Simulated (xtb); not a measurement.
B2Cl4, charge -1, doublet, geometry from GFN2-xTB (a state made from the parent by changing its charge; the spin is typed, not shown lowest); xtb 6.7.1 with GFN0-xTB with ALPB(hexane).

Input for xtb:
```
$ xtb mol.xyz --gfn 0 --chrg -1 --uhf 1 --alpb hexane --json

# file mol.xyz
6

Cl    -1.64291971    -1.65347614    -0.11748101
B     -0.77888530    -0.07509813    -0.06334697
Cl    -1.92412213     1.30955110    -0.17262753
B      0.77888530     0.07509813     0.06334697
Cl     1.92412213    -1.30955110     0.17262753
Cl     1.64291971     1.65347614     0.11748101
```

### Question
Predict the main parts of the log of this xtb run.

### Answer

```
   ID    Z sym.   atoms
    1   17 Cl     1, 3, 5, 6
    2    5 B      2, 4

           -------------------------------------------------
          |                Calculation Setup                |
           -------------------------------------------------

           -------------------------------------------------
          |                 G F N 0 - x T B                 |
           -------------------------------------------------

      * Solvation model:               ALPB
        Solvent                        hexane
        Parameter file                 internal GFN-FF/ALPB
        Dielectric constant                1.8800E+00
        Reference state                gsolv [1 M gas/solution]
        Free energy shift                  4.1595E-03 Eh       2.6101E+00 kcal/mol
        Temperature                        2.9815E+02 K
        Density                            6.6000E-01 kg/L
        Solvent mass                       8.6180E+01 g/mol
        Interaction kernel             P16
        Born radius scaling (c1)           1.4775E+00
        Born radii integrator          GBOBC
        Born offset                        0.0000E+00 a0       0.0000E+00 AA
        H-bond correction              false
        Ion screening                  false
        Surface tension                    1.0000E-05 Eh       1.5569E+01 dyn/cm
        Grid points                               230 per atom

          ...................................................
          :                      SETUP                      :
          :.................................................:
          :  # basis functions                  48          :
          :  # atomic orbitals                  44          :
          :  # shells                           16          :
          :  # electrons                        35          :
          :  electronic temp.          300.0000000     K    :
          :  accuracy                    1.0000000          :
          :  -> integral cutoff          0.2500000E+02      :
          :  -> integral neglect         0.1000000E-07      :
          ...................................................

         :::::::::::::::::::::::::::::::::::::::::::::::::::::
         ::                     SUMMARY                     ::
         :::::::::::::::::::::::::::::::::::::::::::::::::::::
         :: total energy             -21.301676705683 Eh    ::
         :: total w/o Gsasa/hb       -21.293220730096 Eh    ::
         :: gradient norm              0.045975358561 Eh/a0 ::
         :: HOMO-LUMO gap              2.910018440974 eV    ::
         ::.................................................::
         :: H0 energy                -20.078385505786 Eh    ::
         :: repulsion energy           0.047383676173 Eh    ::
         :: electrostat energy        -1.267826194939 Eh    ::
         :: -> Gsolv                   0.000000000000 Eh    ::
         ::    -> Gsasa               -0.012615464290 Eh    ::
         ::    -> Gshift               0.004159488704 Eh    ::
         :: dispersion energy         -0.002848681130 Eh    ::
         :: short-range corr.          0.000000000000 Eh    ::
         :: add. restraining           0.000000000000 Eh    ::
         :: total charge              -1.000000000000 e     ::
         :::::::::::::::::::::::::::::::::::::::::::::::::::::

           -------------------------------------------------
          |                Property Printout                |
           -------------------------------------------------

    * Orbital Energies and Occupations

         #    Occupation            Energy/Eh            Energy/eV
      -------------------------------------------------------------
         1        2.0000           -0.9713247             -26.4311
       ...           ...                  ...                  ...
         6        2.0000           -0.5144487             -13.9989
         7        2.0000           -0.4862391             -13.2312
         8        2.0000           -0.4758737             -12.9492
         9        2.0000           -0.4699156             -12.7871
        10        2.0000           -0.4663813             -12.6909
        11        2.0000           -0.4607227             -12.5369
        12        2.0000           -0.4537790             -12.3480
        13        2.0000           -0.4469417             -12.1619
        14        2.0000           -0.4462106             -12.1420
        15        2.0000           -0.4369359             -11.8896
        16        2.0000           -0.4344282             -11.8214
        17        2.0000           -0.3989612             -10.8563
        18        1.0000           -0.2903344              -7.9004 (HOMO)
        19                         -0.1833932              -4.9904 (LUMO)
        20                         -0.1831646              -4.9842
        21                         -0.1540659              -4.1923
        22                         -0.1522574              -4.1431
        23                         -0.1140196              -3.1026
        24                         -0.0760332              -2.0690
        25                         -0.0650987              -1.7714
        26                         -0.0644864              -1.7548
        27                         -0.0637381              -1.7344
        28                         -0.0631805              -1.7192
        29                         -0.0631691              -1.7189
       ...                                ...                  ...
        44                          0.3759637              10.2305
      -------------------------------------------------------------
                  HL-Gap            0.1069412 Eh            2.9100 eV
             Fermi-level            0.0000000 Eh            0.0000 eV

     #   Z          covCN         q      C6AA      α(0)
     1  17 Cl       0.908    -0.279   105.964    15.736
     2   5 B        2.617     0.058    35.450     9.792
     3  17 Cl       0.908    -0.279   105.964    15.736
     4   5 B        2.617     0.058    35.450     9.792
     5  17 Cl       0.908    -0.279   105.964    15.736
     6  17 Cl       0.908    -0.279   105.964    15.736

 Mol. C6AA /au·bohr⁶  :       2815.337848
 Mol. C8AA /au·bohr⁸  :     116271.134271
 Mol. α(0) /au        :         82.526763

Wiberg/Mayer (AO) data.
largest (>0.10) Wiberg bond orders for each atom

 ---------------------------------------------------------------------------
     #   Z sym  total        # sym  WBO       # sym  WBO       # sym  WBO
 ---------------------------------------------------------------------------
     1  17 Cl   0.909 --     2 B    0.813
     2   5 B    3.049 --     4 B    1.330     1 Cl   0.813     3 Cl   0.813
     3  17 Cl   0.909 --     2 B    0.813
     4   5 B    3.049 --     2 B    1.330     6 Cl   0.813     5 Cl   0.813
     5  17 Cl   0.909 --     4 B    0.813
     6  17 Cl   0.909 --     4 B    0.813
 ---------------------------------------------------------------------------

Topologies differ in total number of bonds
Writing topology from bond orders to xtbtopo.mol

 dipole moment from electron density (au)
     X       Y       Z
  -0.0000  -0.0000   0.0000  total (Debye):    0.000

           -------------------------------------------------
          | TOTAL ENERGY              -21.301676705683 Eh   |
          | GRADIENT NORM               0.045975358561 Eh/α |
          | HOMO-LUMO GAP               2.910018440974 eV   |
           -------------------------------------------------

normal termination of xtb
```
